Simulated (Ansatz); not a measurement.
Geometry optimisation, Ansatz 0.2.0, UKS PBE-D4/def2-SVP.

Input:

```yaml
crystal:
  periodic: [false, false, false]
  atoms:
    - { symbol: Ge, position_ang: [-0.4613, -0.0759, 0.3995] }
    - { symbol: H, position_ang: [1.4032, -0.4774, -0.1865] }
    - { symbol: H, position_ang: [-0.6997, -1.5455, 0.2187] }
    - { symbol: H, position_ang: [-1.7554, 0.6793, 0.1632] }
    - { symbol: H, position_ang: [0.1873, 0.4385, 1.6501] }
    - { symbol: H, position_ang: [1.0933, 0.1379, -0.8823] }
    - { symbol: F, position_ang: [0.2326, 0.8431, -1.3627] }
magnetization:
  spin_polarized: true
basis:
  gaussian: { orbitals: def2-SVP }
hamiltonian:
  xc: pbe
  dispersion: d4
relax:
  f_tol: 0.15
  max_steps: 25
  restrain:
    - { distance: [0, 6], at: 3.07, k: 30.0 }
    - { distance: [5, 1], at: 1.92, k: 30.0 }
    - { distance: [0, 1], at: 1.51, k: 30.0 }
    - { distance: [5, 6], at: 0.88, k: 30.0 }
```

Launched with:

```bash
$ ansatz run input.yaml --threads 2 --pin off --max-ram 3072MiB --backend cpu --events-out ev --progress --plain --runs-dir out
```

Task: Where does it end, and by what steps?

Result: It converged. The restraints hold the end off the free minimum. After 7 steps the energy has fallen by 1.247 eV (the restraints' own energy left out); H6 moved furthest, 0.85 Å. Parted: Ge1–F7. Joined: Ge1–H2, H6–F7.

| step | energy less start (eV) | largest force component (eV/Å) | accepted |
| --- | --- | --- | --- |
| 0 | 0.0000 | 1.370 | yes |
| 1 | 0.2748 | 1.789 | yes |
| 2 | 0.2205 | 2.547 | yes |
| 3 | -0.1592 | 1.951 | yes |
| 4 | -0.7277 | 1.802 | yes |
| 5 | -1.1719 | 0.707 | yes |
| 6 | -1.2302 | 0.755 | yes |
| 7 | -1.2473 | 0.885 | yes |

```xyz
7
Properties=species:S:1:pos:R:3
Ge -0.305 -0.336 0.679
H 1.071 -0.441 0.028
H -0.942 -1.747 0.684
H -1.221 0.666 -0.045
H -0.070 0.122 2.142
H 1.084 0.750 -1.474
F 0.383 0.987 -2.014
```

The run took 6.6 s on 2 threads of Intel(R) Xeon(R) Platinum 8559C (Emerald Rapids) (shared host), peak memory 0.15 GiB.
